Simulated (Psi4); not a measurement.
Br$_{2}$Ga (SMILES [Br][Ga][Br]), doublet, geometry from GFN2-xTB (such geometries of metal compounds can be far from the true shape) (the spin is typed, not shown lowest); Psi4 1.11 with B97M-V/STO-3G.

The Psi4 input:
```
memory 2 GB

molecule {
0 2
Ga    0.74424172    0.37193216    0.26857298
Br   -0.64309419    1.40267683   -1.42078963
Br   -0.01609134   -1.73210247    1.18291070
}

set {
  basis sto-3g
  reference uks
  scf_type pk
  puream true
  d_convergence 1e-8
  dft_radial_points 99
  dft_spherical_points 590
}

energy('b97m-v')
print_variables()
```

The log (banner, timings and long lists left out):

```
   => Loading Basis Set <=

    Name: STO-3G
    Role: ORBITAL
    Keyword: BASIS

         ---------------------------------------------------------
                                   SCF
               by Justin Turney, Rob Parrish, Andy Simmonett
                          and Daniel G. A. Smith
                              UKS Reference
         ---------------------------------------------------------

  ==> Geometry <==

    Molecular point group: cs
    Full point group: Cs

    Geometry (in Angstrom), charge = 0, multiplicity = 2:

       Center              X                  Y                   Z               Mass
    ------------   -----------------  -----------------  -----------------  -----------------
         GA           0.766241010899     0.428733672800     0.000000000000    68.925573500000
         BR          -1.341222169356     1.611814597270     0.000000000000    78.918337600000
         BR           0.672003801084    -1.986261337726     0.000000000000    78.918337600000

  Running in cs symmetry.

  Rotational constants: A =      0.22082  B =      0.02513  C =      0.02256 [cm^-1]
  Rotational constants: A =   6619.94852  B =    753.42502  C =    676.43865 [MHz]
  Nuclear repulsion =  632.357309531480837

  Charge       = 0
  Multiplicity = 2
  Electrons    = 101
  Nalpha       = 51
  Nbeta        = 50

  ==> Algorithm <==

  SCF Algorithm Type is PK.
  DIIS enabled.
  MOM disabled.
  Fractional occupation disabled.
  Guess Type is SAD.
  Energy threshold   = 1.00e-06
  Density threshold  = 1.00e-08
  Integral threshold = 1.00e-12

  ==> Primary Basis <==

  Basis Set: STO-3G
    Blend: STO-3G
    Number of shells: 24
    Number of basis functions: 54
    Number of Cartesian functions: 57
    Spherical Harmonics?: true
    Max angular momentum: 2

  ==> DFT Potential <==

   => LibXC <=

    Version 7.1.2
    S. Lehtola, C. Steigemann, M. J. T. Oliveira, and M. A. L. Marques,  SoftwareX 7, 1–5 (2018) (10.1016/j.softx.2017.11.002)

   => Composite Functional: B97M-V <=

    B97M-V GGA Exchange-Correlation Functional

    N. Mardirossian and M. Head-Gordon,  J. Chem. Phys. 142, 074111 (2015) (10.1063/1.4907719)

    Deriv               =              1
    GGA                 =           TRUE
    Meta                =           TRUE

    Exchange Hybrid     =          FALSE
    MP2 Hybrid          =          FALSE

   => Exchange-Correlation Functionals <=

    1.0000   B97M-V exchange-correlation functional

[...]
      Ntotal   =  101.0000069593 ; deviation = 6.959e-06

   @Spin Contamination Metric:   1.741927134E-03
   @S^2 Expected:                7.500000000E-01
   @S^2 Observed:                7.517419271E-01
   @S   Expected:                5.000000000E-01
   @S   Observed:                5.000000000E-01

    Orbital Energies [Eh]
    ---------------------

    Alpha Occupied:

[...]
    Alpha Virtual:

[...]
    Beta Occupied:

[...]
    Beta Virtual:

[...]
      39Ap     0.119803

    Final Occupation by Irrep:
             Ap   App
    DOCC [    36,   14 ]
    SOCC [     1,    0 ]
    NA   [    37,   14 ]
    NB   [    36,   14 ]

  @UKS Final Energy: -6993.77725169156838

   => Energetics <=

    Nuclear Repulsion Energy =            632.3573095314808370
    One-Electron Energy =              -11042.9980689395779336
    Two-Electron Energy =                3675.3413881302221853
    DFT Exchange-Correlation Energy =    -258.9063397759530289
    Empirical Dispersion Energy =           0.0000000000000000
    VV10 Nonlocal Energy =                  0.4284593622599169
    Total Energy =                      -6993.7772516915683809

  UHF NO Occupations:
  HONO-2 :   14App 1.9998450
  HONO-1 :   36 Ap 1.9993068
  HONO-0 :   37 Ap 1.0000000
  LUNO+0 :   38 Ap 0.0006932
  LUNO+1 :   15App 0.0001550
  LUNO+2 :   39 Ap 0.0000230

Computation Completed

Properties will be evaluated at   0.000000,   0.000000,   0.000000 [a0]

Properties computed using the SCF density matrix

 Multipole Moments:

 ------------------------------------------------------------------------------------
     Multipole            Electronic (a.u.)      Nuclear  (a.u.)        Total (a.u.)
 ------------------------------------------------------------------------------------

 L = 1.  Multiply by 2.5417464519 to convert [e a0] to [Debye]
 Dipole X            :         -0.7710986            0.6251752           -0.1459235
 Dipole Y            :         -0.4314516            0.3498033           -0.0816483
 Dipole Z            :          0.0000000            0.0000000            0.0000000
 Magnitude           :                                                    0.1672128

 ------------------------------------------------------------------------------------

  Variable Map:
  ----------------------------------------------------------------------------
[...]
  Array Variable Map:
  ----------------------------------------------------------------------------
[...]
[...]
```
